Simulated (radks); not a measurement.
Values are calculated unless marked as measured or tabulated.
Task: These are the eigenvalues of the occupied orbitals of an atom or ion with whole-number occupations (eV). Level of theory: scalar-relativistic Kohn-Sham, LDA (Slater exchange, Perdew-Wang correlation), spin-polarised, spherical densities, point nucleus (a radial shooting solver on a logarithmic mesh with Libxc functionals).

orbital  eigenvalue
1s up     -19804.91
1s down   -19804.89
2s up     -2806.540
2s down   -2806.094
2p up     -2511.896
2p down   -2511.545
3s up     -485.4249
3s down   -485.0880
3p up     -388.9104
3p down   -388.5446
3d up     -231.3937
3d down   -230.9098
4s up      -75.1947
4s down    -72.8680
4p up      -49.3203
4p down    -46.7911
4d up      -13.8924
5s up      -11.9406

Which element is it, and in what charge state? The configuration may be excited. Open shells, if any, are filled with parallel spins first.

Result: Z = 42, molybdenum, charge +1: Mo+ in [Kr] 4d4 5s1. The list shows which subshells hold electrons but not how many an open one holds; the 1s level, -727.82 hartree, gives Z - s = 38.2 by -(Z - s)^2/2, which with screening and relativity narrows Z to a few neighbours, and the depths of the outer levels then fix element, charge and occupations together.
